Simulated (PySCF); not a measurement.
Molecule: SMILES C(C[NH2+]C)(F)(F)F, [C3H7F3N]+.

Geometry (Å), atoms numbered from 1 in this order:
```xyz
14

C     1.9118   -0.0055    0.0360
N     0.5164   -0.4925   -0.0380
C    -0.4682    0.5893   -0.2585
C    -1.8867   -0.0129   -0.3214
F    -2.8040    0.9068   -0.5146
F    -1.9449   -0.9154   -1.3073
F    -2.1436   -0.6673    0.8171
H     2.5908   -0.8401    0.1988
H     2.0205    0.6984    0.8590
H     2.1853    0.4918   -0.8928
H     0.2825   -0.9886    0.8367
H     0.4374   -1.1819   -0.8026
H    -0.4331    1.3123    0.5628
H    -0.2649    1.1050   -1.2025
```

Total charge +1.

Frames of a GFN2-xTB Langevin trajectory at 400 K; GIAO PBE0/pcSseg-1 shieldings in PySCF 2.14.0 with density-fitted response routines, gas phase, non-relativistic; equivalent atoms averaged within each frame.

Shifts are taken against calculated references (same method and geometry level): ¹³C (186.93 ppm) and ¹H (31.72 ppm) vs TMS; ¹⁵N (267.73 ppm) against NH3; ¹⁹F (170.95 ppm) vs CFCl3. The references are static minima.

Problem. How do the shifts (ppm) fluctuate along the trajectory?

Solution. 
```csv
time (fs),C4,C3,C1,N2,F5/F6/F7,H11/H12,H8/H9/H10,H13/H14
250,130.2,54.3,51.7,59.6,-79.4,5.31,4.72,2.95
425,133.2,62.3,45.4,62.9,-63.1,5.60,4.14,4.26
625,127.5,67.9,51.7,70.3,-73.0,6.22,4.79,3.73
800,130.6,62.1,40.4,51.9,-77.7,4.54,3.99,5.16
1000,129.2,56.2,49.4,46.0,-66.5,5.34,3.20,4.58
mean of frames,130.2,60.5,47.7,58.1,-71.9,5.40,4.17,4.13
standard deviation,2.1,5.4,4.9,9.5,7.0,0.60,0.64,0.84
```

5 frames give an uncertainty of the mean of about the standard deviation over 2.2 at best, since frames this close in time may not be independent; classical motion lacks zero-point vibration, and the reference would need the same averaging.
